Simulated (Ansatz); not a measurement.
Isolated molecules relaxed with PBE0-D4/def2-TZVP in Ansatz; ΔE leaves out vibrations. CBS: MP2 limit from def2 TZ/QZ plus the TZ coupled-cluster correction, frozen cores. Functionals use def2-TZVPP. B3LYP here is the variant with VWN-RPA as its local correlation; programs differ in this. Each species was taken in one conformer, which may not be the lowest.

`BC(F)CCl` + `CC([SiH3])C=N` → `BC(C)C=N` + `FC([SiH3])CCl`  (redistribution)

`BC(F)CCl`:

```xyz
10

B     0.058    1.072    1.078
C     0.393    0.286   -0.225
F     0.435    1.076   -1.362
C    -0.460   -0.932   -0.482
Cl    0.208   -1.978   -1.760
H     0.010    2.262    1.077
H    -0.078    0.453    2.092
H     1.428   -0.066   -0.036
H    -1.459   -0.641   -0.806
H    -0.535   -1.533    0.423
```

`CC([SiH3])C=N`:

Z-matrix (Å, degrees):
```
C
C 1 1.529
H 1 1.093 2 111.2
H 1 1.094 2 111.1 3 -119.8
H 1 1.092 2 111.4 3 120.4
Si 2 1.897 1 110.8 3 -177.6
C 2 1.495 1 112.2 3 61.1
H 2 1.097 1 110.3 3 -60.2
H 6 1.487 2 109.5 1 -65.0
H 6 1.485 2 110.2 1 174.6
H 6 1.488 2 109.1 1 54.2
N 7 1.265 2 128.7 1 -139.8
H 7 1.097 2 114.7 1 41.6
H 12 1.023 7 110.8 2 1.4
```

`BC(C)C=N`:

Z-matrix (Å, degrees):
```
C
C 1 1.527
C 1 1.490 2 112.9
B 1 1.555 2 116.7 3 136.5
H 1 1.114 2 109.2 3 -117.2
H 2 1.093 1 111.7 3 58.3
H 2 1.091 1 110.8 3 179.2
H 2 1.093 1 110.8 3 -61.6
N 3 1.264 1 122.5 2 -130.8
H 3 1.101 1 114.8 2 49.6
H 4 1.195 1 121.3 2 -154.6
H 4 1.198 1 118.9 2 30.7
H 9 1.019 3 111.0 1 -178.4
```

`FC([SiH3])CCl`:

Z-matrix (Å, degrees):
```
C
Si 1 1.910
C 1 1.501 2 112.5
F 1 1.392 2 108.0 3 121.4
H 1 1.096 2 109.5 3 -122.2
H 2 1.487 1 108.6 3 63.8
H 2 1.485 1 109.4 3 -55.9
H 2 1.482 1 108.7 3 -176.5
Cl 3 1.785 1 112.6 2 -173.3
H 3 1.091 1 110.1 2 -54.0
H 3 1.090 1 110.9 2 67.0
```

| level | ΔE (kcal/mol) | difference from CCSD(T)/CBS |
| --- | --- | --- |
| PBE-D4 | 1.9 | -0.1 |
| r2SCAN-D4 | 2.2 | 0.2 |
| B3LYP-D4 | 2.0 | 0.0 |
| ωB97M-V | 1.9 | -0.1 |
| B2PLYP | 1.8 | -0.2 |
| r2SCAN | 2.1 | 0.1 |
| PBE0 | 1.9 | -0.1 |
| B3LYP | 1.5 | -0.5 |
| HF/def2-TZVPP | 1.9 | -0.1 |
| MP2/def2-TZVPP | 2.4 | 0.4 |
| SCS-MP2/def2-TZVPP | 2.1 | 0.1 |
| CCSD/def2-TZVPP | 2.1 | 0.1 |
| CCSD(T)/def2-TZVPP | 2.1 | 0.1 |
| HF/def2-QZVPP | 1.8 | -0.2 |
| MP2/CBS(def2) | 2.2 | 0.2 |
| CCSD/CBS(def2) | 1.9 | -0.1 |
| CCSD(T)/CBS | 2.0 | 0 |

Largest T1 diagnostic among the species: 0.012.
